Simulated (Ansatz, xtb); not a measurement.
## CH5AlBFO: 4 structures ranked

4 gas-phase structures of CH5AlBFO, found in a search over its isomers (lower ones may exist). Each was relaxed with GFN2-xTB:

A. `CB[O][AlH][F]`, a singlet
B. `CB(F)[O][AlH2]`, a singlet
C. `B[O][Al]([CH3])[F]`, a singlet
D. `[CH3][AlH][O]BF`, a singlet

**Question.** Which do you expect lowest at r2SCAN-D4/def2-SVP, and how would the others follow?

**Answer.** Calculated order at r2SCAN-D4/def2-SVP: C (0.0), A (1.1), B (3.5), D (5.6) kcal/mol.

Energies above the lowest of each column, in kcal/mol; the last columns are at PBE-D3(BJ)/def2-SVP geometries:

```json
{"structure": "C", "GFN2-xTB": "11.9", "HF/STO-3G": "8.7", "r2SCAN-D4/def2-SVP": "0.0", "PBE-D3(BJ)/def2-SVP": "1.9", "CCSD(T)/def2-SVP + ΔMP2/def2-TZVPP": "1.0"}
{"structure": "A", "GFN2-xTB": "0.0", "HF/STO-3G": "15.9", "r2SCAN-D4/def2-SVP": "1.1", "PBE-D3(BJ)/def2-SVP": "0.0", "CCSD(T)/def2-SVP + ΔMP2/def2-TZVPP": "0.0"}
{"structure": "B", "GFN2-xTB": "18.9", "HF/STO-3G": "2.7", "r2SCAN-D4/def2-SVP": "3.5", "PBE-D3(BJ)/def2-SVP": "1.9", "CCSD(T)/def2-SVP + ΔMP2/def2-TZVPP": "7.2"}
{"structure": "D", "GFN2-xTB": "26.9", "HF/STO-3G": "0.0", "r2SCAN-D4/def2-SVP": "5.6", "PBE-D3(BJ)/def2-SVP": "3.4", "CCSD(T)/def2-SVP + ΔMP2/def2-TZVPP": "7.7"}
```

CCSD(T)/def2-SVP + ΔMP2/def2-TZVPP puts A lowest, with C within 1 kcal/mol; HF/STO-3G picks D. CCSD(T)/def2-SVP + ΔMP2/def2-TZVPP orders those it was run on as A (0.0), C (1.0), B (7.2), D (7.7) kcal/mol. Less than 1 kcal/mol parts A and C; B and D, so the order within those pairs means little. Flexible structures stand in one conformer each, not always the lowest. The ΔMP2 step shifts differences by up to 4.4 kcal/mol, which makes them less sure. ΔMP2 is the change of the MP2 energy from the smaller to the larger basis.

Over these structures GFN2-xTB departs from r2SCAN-D4/def2-SVP by 6.5 kcal/mol on average once a common shift is removed. A GFN2-xTB relaxation took about 0.14 s and the r2SCAN-D4/def2-SVP energy about 1.6 s on a shared host (Ansatz 0.2.0, xtb 6.7.1).
